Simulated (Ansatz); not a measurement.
The lowest doublet and quartet of HSi (SMILES [SiH]); geometries from B3LYP-D3(BJ)/def2-TZVP, each state relaxed from the structure named, with no frequency check.
Doublet (charge 0, multiplicity 2):
```xyz
2

Si     0.000     0.000    -0.102
H      0.000     0.000     1.428
```
Quartet (charge 0, multiplicity 4):
```xyz
2

Si     0.0000     0.0000    -0.1004
H      0.0000     0.0000     1.4055
```

A positive gap puts the quartet lower; no zero-point energy. U- takes an unrestricted doublet. The quartet is unrestricted in single-reference levels. Active spaces average the two states.

Cores are frozen in the correlated methods.

The values were computed with Ansatz (a quantum-chemistry and plane-wave program) with Gaussian orbitals. Values without a source in brackets are computed.

Question: Give the gap E(doublet) − E(quartet), adiabatic at the level FIC-NEVPT4(SD) on SA-CASSCF(5,5)/cc-pV(T+d)Z.

Answer: -1.71 eV

Question: Estimate the gap E(doublet) − E(quartet), adiabatic that U-MP2/cc-pV(D+d)Z returns for this input.

Answer: -1.38 eV

Question: Predict the gap E(doublet) − E(quartet), adiabatic from U-CCSD/cc-pV(Q+d)Z.

Answer: -1.67 eV
